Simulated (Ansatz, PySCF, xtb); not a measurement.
Noncovalent pair: C2H2 (SMILES C#C) (first 4 atoms) with CH3Cl (SMILES CCl); geometry from B3LYP-D3(BJ)/def2-TZVP, rigid monomers moved along the line of their centres of mass till H3···Cl6 is 2.49 Å.
(charge 0, multiplicity 1):
| atom | x (Å) | y (Å) | z (Å) |
|---|---|---|---|
| C | 0.4105 | 0.0760 | 0.0350 |
| C | 0.5504 | -0.8200 | -0.7470 |
| H | 0.2830 | 0.8598 | 0.7446 |
| H | 0.6762 | -1.6077 | -1.4491 |
| C | -0.2533 | -0.8026 | 3.2122 |
| Cl | -0.2041 | 0.9946 | 3.1822 |
| H | 0.5071 | -1.1480 | 3.9055 |
| H | -1.2419 | -1.1061 | 3.5419 |
| H | -0.0531 | -1.1633 | 2.2078 |

Monomers are frozen at their geometry in the pair; levels with a basis set take the counterpoise correction.

Programs: Ansatz (Gaussian basis) for Hartree–Fock, density functionals and correlated methods; PySCF for the dispersion terms; xtb for the GFN methods. 

**Question.** One of these levels gives -5.0 kJ/mol for the interaction energy. Name it.
A. GFN-FF
B. r2SCAN-D4/def2-TZVPPD
C. r2SCAN/def2-TZVPPD
D. PBE-D4/def2-TZVPPD

**Answer.** C, r2SCAN/def2-TZVPPD. The others give -3.4 (GFN-FF), -8.3 (PBE-D4/def2-TZVPPD), -6.7 (r2SCAN-D4/def2-TZVPPD)

Ansatz is a quantum-chemistry and plane-wave program.
